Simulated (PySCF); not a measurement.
C4H4N, SMILES [c]1cc[nH]c1, multiplicity 2. Geometry: PBE0-D3(BJ)/def2-SVP. The isomer is the one that the SMILES or the coordinates give; other isomers of the formula were not compared.

Method: PBE0-D3(BJ)/def2-SVP in PySCF.

Harmonic wavenumbers (cm⁻¹): 511, 567, 649, 676, 757, 855, 856, 888, 1042, 1078, 1161, 1211, 1243, 1426, 1483, 1516, 1563, 3270, 3288, 3296, 3695. Rotational constants (GHz): 10.29, 8.959, 4.790; symmetry number 1.

Task: Work out the zero-point energy and the ideal-gas rigid-rotor harmonic-oscillator thermochemistry at 298.15 K and 1 atm.

Result: ZPE = ½ Σ hcν = ½ × 31031 cm⁻¹ = 185.61 kJ/mol. H − E(el) = 198.30 kJ/mol. Entropy in J/(mol K): translation 161.01, rotation 100.84, vibration 12.10, spin 5.76, total 279.72. G − E(el) = 114.90 kJ/mol. Cp = 66.94 J/(mol K).
